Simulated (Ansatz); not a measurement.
Ansatz (a first-principles code) input:
A basis named .json is the Basis Set Exchange file of that set.

Ansatz 0.2 input:
```yaml
crystal:
  periodic: [false, false, false]
  atoms:
    - {symbol: C, position_ang: [-0.00000000, -0.00000000, -2.03845764]}
    - {symbol: C, position_ang: [-0.00000000, -0.00000000, -0.79131676]}
    - {symbol: C, position_ang: [0.00000000, 0.00000000, 0.56764548]}
    - {symbol: C, position_ang: [0.00000000, 0.00000000, 1.78765060]}
    - {symbol: H, position_ang: [0.00000000, 0.00000000, 2.84686993]}
basis:
  gaussian:
    orbitals: cc-pVQZ
    fitting: {mean_field: def2-universal-jkfit, correlation: cc-pVQZ-RIFIT.json}
total_charge: -1
magnetization: {spin_polarized: false}
correlation: {method: mp2, electrons: outside_noble_gas}
```

Question: Predict the final energy.

Answer: -152.60671 Eh (RI-MP2/cc-pVQZ). The basis has 250 functions.

It need not be the lowest isomer of its formula. Whether it binds its extra electron was not tested at this geometry.
